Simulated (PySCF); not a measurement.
Property card for `[N]([SiH3])([GeH3])C(=O)C`

Compound: C₂H₉GeNOSi.
Z-matrix (Å and degrees, PBE0-D3(BJ)/def2-SVP geometry), rows numbered from 1:
```
C 
C   1  1.5083
O   2  1.2188  1  122.14
N   2  1.3784  1  117.93  3   179.98
Si  4  1.7639  2  125.38  1     0.01
Ge  4  1.8937  2  109.29  1  -179.78
H   1  1.1014  2  110.79  3  -120.29
H   1  1.0957  2  108.99  3     0.01
H   1  1.1013  2  110.83  3   120.35
H   5  1.4878  4  107.09  2   179.96
H   5  1.4945  4  111.18  2    60.16
H   5  1.4946  4  111.22  2   -60.26
H   6  1.5318  4  109.77  2    62.59
H   6  1.5418  4  103.13  2  -179.96
H   6  1.5316  4  109.87  2   -62.46
```

Among its groups: amide and Si–H bond.

PBE0-D3(BJ)/def2-SVP geometry optimisation, gas phase (PySCF):

- Point group: Cs
- Rotational constants A, B, C: 2.391, 1.445, 0.926 GHz

CAM-B3LYP/def2-SVPD ground state, ΔSCF and vertical TDDFT (core frozen in the response) (PySCF):

* Dipole moment: 2.61 D
* HOMO energy: -9.17 eV
* LUMO energy: 0.73 eV
* HOMO–LUMO gap: 9.90 eV
* Lowest singlet excitation: 5.63 eV (220 nm, f = 0.000)
* Strongest line among the 10 lowest singlet transitions: S3 at 6.89 eV (180 nm, f = 0.093)
* Lowest triplet excitation (Tamm–Dancoff): 5.16 eV
* Static isotropic polarisability: 91.4 au
* Vertical ionisation energy: 9.76 eV
* Electronic spatial extent ⟨r²⟩ about the centre of nuclear charge: 1218 bohr²

**B3LYP/pcSseg-1 ground state and GIAO shieldings, non-relativistic (PySCF)**

* 13C chemical shifts (computed TMS as zero) by class: 181.5 (C2), 23.3 (C1) ppm
* 1H chemical shifts (computed TMS as zero) by class: 4.73 (H13/H14/H15), 4.62 (H10/H11/H12), 2.18 (H7/H8/H9) ppm
* Isotropic shieldings of nuclei other than C and H, by class: 146 (N4), -164 (O3), 395 (Si5), 1450 (Ge6) ppm

**delta-SCF UKS SCAN, pcX-2 on the ionised atom, pcseg-1 elsewhere, spin-free X2C; 2p3/2 from a spin–orbit splitting computed afterwards within the 2p shell (PySCF)**

* Core binding energies: Si2p3/2 107.4 (Si5), C1s 291.1 (C1), C1s 293.6 (C2), N1s 404.5 (N4), O1s 536.9 (O3), Si1s 1847.2 (Si5) eV

Monoisotopic mass (most abundant isotopes): 164.9665 u.

S1 lies 4.27 eV below the HOMO–LUMO gap. The largest Löwdin shares of the HOMO are 0.65 on O3, 0.08 on C1, 0.08 on C2 and 0.06 on N4. The rotational constants make it an asymmetric top with κ = (2B − A − C)/(A − C) = -0.29, nearer the prolate limit (−1). The polarisability is 13.54 Å³ as a volume (1 au = 0.148185 Å³), or 1.11 au for each of the 82 electrons.

One conformer (not necessarily the lowest) at the PBE0-D3(BJ)/def2-SVP geometry, without solvent or vibrations. The calculation (core ionisation apart) is non-relativistic and has no spin–orbit coupling, an omission that weighs most on germanium. Atoms bound to Ge lack the heavy atom's spin–orbit term in their shielding, so their NMR values are less reliable. NMR classes are plain means over equivalent atoms (diastereotopic ones count apart unless rotation or inversion swaps them), as if these changed places fast; in this geometry the members of some classes differ.
